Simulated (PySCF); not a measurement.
**Telling isomers of C6H7NO2 apart by NMR**

All values are calculated (PySCF 2.14.0 with density-fitted response routines): GFN2-xTB geometry, GIAO PBE0/pcSseg-1 shieldings. One computed conformer, no solvent model, no relativistic terms, rapidly exchanging positions averaged.

δ = σ(ref) − σ, references computed at the same level: TMS for ¹H (σ = 31.72 ppm) and ¹³C (σ = 186.93 ppm). Where no couplings were computed, multiplicities follow the n + 1 count of equivalent neighbours, and m marks all less simple cases (inequivalent or close neighbours, rings, F or P nearby). Acid and N–H amide carbonyl carbons lie up to 10 ppm further downfield in solution (hydrogen bonding). Shifts are as computed. Against solution values, carbons near 30 ppm lie about +3 ppm off and those near 130 ppm about +5 ppm. Of 1211 compounds with measured shifts, 218 miss one by over three times the rms of a fit or turn the order of signals round; such compounds aren't used in these exercises. Groups on amide-type nitrogens are kept apart (slow C–N rotation). OH and NH positions are gas-phase values without hydrogen bonding to other molecules.

(1) Tabulate the signals of `CC(=O)C(C#N)C(C)=O`, `C/N=C1/C=C(C(=O)O)C1`, `NC(=O)[C@@H]1C=CC(=O)C1` and their relative energies.

(2) What is the quickest way to tell CC(=O)C(C#N)C(C)=O from NC(=O)[C@@H]1C=CC(=O)C1?

(3) What is the quickest way to tell C/N=C1/C=C(C(=O)O)C1 from NC(=O)[C@@H]1C=CC(=O)C1?

(4) What is the quickest way to tell CC(=O)C(C#N)C(C)=O from C/N=C1/C=C(C(=O)O)C1?

Answers

(1) 
```json
{"SMILES": "CC(=O)C(C#N)C(C)=O", "carbon types": "3×C 1×CH 2×CH3", "δC": "200.6, 119.4, 60.0, 31.6", "δH": "4.36 (s, 1H), 2.64 (s, 6H)", "E rel. (kcal/mol)": "22.5"}
{"SMILES": "C/N=C1/C=C(C(=O)O)C1", "carbon types": "3×C 1×CH 1×CH2 1×CH3", "δC": "167.8, 161.6, 155.7, 153.4, 43.9, 39.6", "δH": "6.94 (s, 1H), 6.37 (br s, 1H), 3.72 (s, 3H), 3.30 (s, 2H)", "E rel. (kcal/mol)": "36.8"}
{"SMILES": "NC(=O)[C@@H]1C=CC(=O)C1", "carbon types": "2×C 3×CH 1×CH2", "δC": "210.2, 169.8, 168.3, 142.6, 51.5, 37.5", "δH": "7.62 (m, 1H), 6.20 (d, 1H), 4.89 (br, 1H), 4.74 (br, 1H), 3.47 (m, 1H), 3.43 (m, 1H), 2.20 (m, 1H)", "E rel. (kcal/mol)": "0.0"}
```

Energies are electronic energies at PBE0/pcSseg-1 on these geometries, without zero-point or thermal terms, each for the one conformer computed, which needn't be the lowest.

(2) Count the carbon signals: 4 against 6. The first has a methyl carbon α to a carbonyl (CH3) at 31.6 ppm, the second a β carbon of a C=C–C=O unit (CH) at 168.3 ppm. Their most deshielded carbons lie at 200.6 and 210.2 ppm. In the proton spectra the most deshielded non-exchanging signals are 4.36 (s, 1H) and 7.62 (m, 1H).

(3) Both give the same number of carbon signals, but DEPT or the intensities differ. The first has a methyl carbon bonded to N (CH3) at 43.9 ppm, the second an sp3 CH α to a carbonyl at 51.5 ppm. Their most deshielded carbons lie at 167.8 and 210.2 ppm. In the proton spectra the most deshielded non-exchanging signals are 6.94 (s, 1H) and 7.62 (m, 1H).

(4) Count the carbon signals: 4 against 6. The first has an sp3 CH α to a carbonyl at 60.0 ppm, the second a β carbon of a C=C–C=O unit (CH) at 155.7 ppm. Their most deshielded carbons lie at 200.6 and 167.8 ppm. In the proton spectra the most deshielded non-exchanging signals are 4.36 (s, 1H) and 6.94 (s, 1H).
